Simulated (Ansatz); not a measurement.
Ansatz (a program for electronic structure) input (HF/LANL2DZ): The .json file is the Basis Set Exchange's LANL2DZ.

Ansatz 0.2 input:
```yaml
crystal:
  periodic: [false, false, false]
  atoms:
    - {symbol: Pb, position_ang: [-0.00000000, -0.00000000, -0.78916918]}
    - {symbol: Br, position_ang: [0.00000000, 0.00000000, 1.84891064]}
basis:
  gaussian:
    orbitals: LANL2DZ.json
hamiltonian:
  xc: {name: HF}
magnetization: {spin_polarized: true, initial_magnetization: 1}
relax: {f_tol: 0.003, max_steps: 120}
```

Output:

```
WARN ansatz: RAYON_NUM_THREADS=1 ignored (pool sized by the plan → 1); use --threads N
Functional definition: HF
integrals: 0.00 GiB planned
280 factors; integrals over basis functions are off by at most 8.6e-5 eV
mean field: 0.04 GiB planned
mean field evaluation 1: about -443.6377 eV, gradient 6.6e0 eV
mean field evaluation 2: about -443.6386 eV, gradient 6.6e0 eV
mean field evaluation 4: about -444.2096 eV, gradient 5.3e-1 eV
mean field evaluation 8: about -444.2192 eV, gradient 9.1e-3 eV
mean field -444.21923050 eV, -16.3247556181 hartree, gradient 3.1e-5 eV, S^2 0.752181; 0 other end points of the search recorded, 0 dependent functions left out
the calculation of the forces begins
reference -444.21923050 eV, -16.3247556181 hartree; 6, 5 occupied and 10, 11 virtual orbitals, 280 factors
relax step   1: F+E_penalty+E_count = -444.21923050 eV  Δ(F+E_penalty+E_count) = +0.000e0 eV  max|allowed force component| = 4.752e-1 eV/Å  Δτ_max = 0.0000 Å  (37 SCF iters, accepted)
these checks for a lower state are left out or cut short: starts, cluster_reference, orbital_swaps, neighbouring_geometries, increment
integrals: 0.00 GiB planned
280 factors; integrals over basis functions are off by at most 7.9e-5 eV
mean field: 0.04 GiB planned
mean field evaluation 16: about -444.2314 eV, gradient 2.2e-2 eV
mean field -444.23142381 eV, -16.3252037141 hartree, gradient 5.9e-5 eV, S^2 0.752575; 0 other end points of the search recorded, 0 dependent functions left out
the calculation of the forces begins
reference -444.23142381 eV, -16.3252037141 hartree; 6, 5 occupied and 10, 11 virtual orbitals, 280 factors
relax step   2: F+E_penalty+E_count = -444.23142381 eV  Δ(F+E_penalty+E_count) = -1.219e-2 eV  max|allowed force component| = 1.018e-1 eV/Å  Δτ_max = 0.0348 Å  (26 SCF iters, accepted)
these checks for a lower state are left out or cut short: starts, cluster_reference, orbital_swaps, neighbouring_geometries, increment
integrals: 0.00 GiB planned
280 factors; integrals over basis functions are off by at most 8.0e-5 eV
mean field: 0.04 GiB planned
mean field -444.23211045 eV, -16.3252289477 hartree, gradient 4.0e-5 eV, S^2 0.752479; 0 other end points of the search recorded, 0 dependent functions left out
the calculation of the forces begins
reference -444.23211045 eV, -16.3252289477 hartree; 6, 5 occupied and 10, 11 virtual orbitals, 280 factors
relax step   3: F+E_penalty+E_count = -444.23211045 eV  Δ(F+E_penalty+E_count) = -6.866e-4 eV  max|allowed force component| = 1.015e-2 eV/Å  Δτ_max = 0.0074 Å  (26 SCF iters, accepted)
these checks for a lower state are left out or cut short: starts, cluster_reference, orbital_swaps, neighbouring_geometries, increment
integrals: 0.00 GiB planned
280 factors; integrals over basis functions are off by at most 8.0e-5 eV
mean field: 0.04 GiB planned
mean field -444.23211712 eV, -16.3252291928 hartree, gradient 2.7e-5 eV, S^2 0.752487; 0 other end points of the search recorded, 0 dependent functions left out
the calculation of the forces begins
reference -444.23211712 eV, -16.3252291928 hartree; 6, 5 occupied and 10, 11 virtual orbitals, 280 factors
relax step   4: F+E_penalty+E_count = -444.23211712 eV  Δ(F+E_penalty+E_count) = -6.671e-6 eV  max|allowed force component| = 1.148e-4 eV/Å  Δτ_max = 0.0006 Å  (18 SCF iters, accepted)
integrals: 0.00 GiB planned
280 factors; integrals over basis functions are off by at most 8.0e-5 eV
mean field: 0.04 GiB planned
mean field evaluation 32: about -444.2321 eV, gradient 2.7e-5 eV
mean field -444.23211712 eV, -16.3252291928 hartree, gradient 2.7e-5 eV, S^2 0.752487; 1 other end points of the search recorded, 0 dependent functions left out
the calculation of the forces begins
reference -444.23211712 eV, -16.3252291928 hartree; 6, 5 occupied and 10, 11 virtual orbitals, 280 factors
Total energy: -444.23211712 eV, -16.3252291928 hartree
Atom 0 at    -0.000000    -0.000000    -0.817162 Å, force     0.000000    -0.000000    -0.000115 eV/Å
Atom 1 at     0.000000     0.000000     1.876904 Å, force    -0.000000     0.000000     0.000115 eV/Å
Dipole moment:    -0.000000     0.000000    -1.184670 e Å
```
